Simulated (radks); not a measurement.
Task: All-electron atom: Ni IV in [Ar] 3d7. Calculated with a radial shooting solver on a logarithmic mesh with Libxc functionals: scalar-relativistic Kohn-Sham, PBE, spin-unpolarised, spherical densities, finite nucleus; Fermi nuclear charge, rms radius 3.7757 fm. Some entries of the table are withheld. Estimate them.

| orbital | occ. | eigenvalue (hartree) | <1/r> (bohr^-1) |
|---|---|---|---|
| 1s | 2 | -303.2726 | 28.09 |
| 2s | 2 | -37.56620 | 6.070 |
| 2p | 6 | -32.52589 | 5.957 |
| 3s | 2 | (1) | 1.929 |
| 3p | 6 | -4.06841 | 1.788 |
| 3d | 7 | -1.72954 | (2) |

Result: 
(1) 3s eigenvalue (hartree): -5.53379
(2) 3d <1/r> (bohr^-1): 1.457
